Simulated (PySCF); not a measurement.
## Unknown: peak-picked proton spectrum

Formula C5H3NO. The spectrum was simulated from the full spin Hamiltonian at 200 MHz with 0.8 Hz Lorentzian lines, from shifts rounded to 0.01 ppm and J to 0.1 Hz, couplings under 1 Hz left out.

Maxima in Hz from TMS (height), grouped by integral:
1H: 1531.2 (97), 1528.9 (100)
1H: 1490.2 (93), 1485.9 (100)
1H: 1365.2 (52), 1363.0 (53), 1361.0 (51), 1358.7 (48)

13C{1H} NMR (computed): δ 152.0, 132.8, 132.6, 118.6, 116.5.

No solvent, non-relativistic, single conformer. Spin–spin couplings from B3LYP/pcJ-1 (spin–dipole term only in couplings to heteroatoms); geometry from GFN2-xTB; PBE0/pcSseg-1 with gauge-including orbitals; PySCF 2.14.0 with density-fitted response routines.

δ = σ(ref) − σ, references computed at the same level: 1H and 13C against TMS.

**Question.** Analyse the multiplets.

**Answer.** 1H NMR (200 MHz, computed): δ 7.65 (d, J = 2.3 Hz, 1H), 7.44 (d, J = 4.3 Hz, 1H), 6.81 (dd, J = 4.3, 2.3 Hz, 1H). These are first-order names from the parameters used; overlap and second-order distortion can hide them in the list.

**Question.** What is the compound?

**Answer.** `N#Cc1ccco1`.

Structure with atom numbers: `[N:1]#[C:2][c:3]1[cH:4][cH:5][cH:6][o:7]1`; H(Xn) means a hydrogen on atom n.

1. δ 7.65: H(C6), hydrogen on an aromatic CH next to the ring oxygen, coupled to H(C5) (2.3 Hz).
2. δ 7.44: H(C4), hydrogen on an aromatic CH, coupled to H(C5) (4.3 Hz).
3. δ 6.81: H(C5), hydrogen on an aromatic CH, coupled to H(C4) (4.3 Hz), H(C6) (2.3 Hz).

This is the structure that produced the data.

Multiplet labels drop couplings under 1 Hz and merge nearly equal ones. Unscaled 3J(H,H) at this level run about 10 % above measured values. Shifts are as computed. Against solution values, carbons near 30 ppm lie about +3 ppm off and those near 130 ppm about +5 ppm. Of 1211 compounds with measured shifts, 218 miss one by over three times the rms of a fit or turn the order of signals round; such compounds aren't used in these exercises.
